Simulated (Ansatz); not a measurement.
Harmonic frequencies (cm⁻¹) at PBE0-D4/def2-TZVP from Ansatz: 224, 329, 402, 587, 647, 796, 951, 1014, 1077, 1177, 1256, 1391, 2617, 2720, 3163.

**Question.** Which molecule is it?
A. `O[SiH](F)[SeH]`
B. `BC(F)Cl`
C. `FCBCl`
D. `FC1SCS1`

**Answer.** B.
